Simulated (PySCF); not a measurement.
# Tellurium: highly charged ions in a basis for the neutral atom

Te¹⁰⁺ [Kr] 4d6, Te¹¹⁺ [Kr] 4d5. Computed with PySCF 2.14 in cc-pVTZ-PP with ECP28MDF, with a scalar-relativistic core potential. No spin-orbit coupling, so a gap to NIST mixes the basis error with missing relativistic terms.

Changed run: basis of the neutral atom used for a highly charged ion. This setting is unsound on purpose.

```tsv
species	method	sound run (hartree)	changed run (hartree)	converged
Te¹⁰⁺	UHF	not run	-235.93017	yes
Te¹⁰⁺	r2SCAN	not run	-236.57719	yes
Te¹⁰⁺	MN15	not run	-235.87534	yes
Te¹¹⁺	UHF	not run	-227.95450	yes
Te¹¹⁺	r2SCAN	not run	-228.55904	yes
Te¹¹⁺	MN15	not run	-227.84421	yes
```

Ionisation energy of Te¹⁰⁺:

```
method  changed run (eV)  NIST (eV)
   UHF            217.03  215 ± 2.4
r2SCAN            218.19  215 ± 2.4
  MN15            218.54  215 ± 2.4
```

The contracted functions were made for the neutral atom and can be too rigid for a highly charged ion.
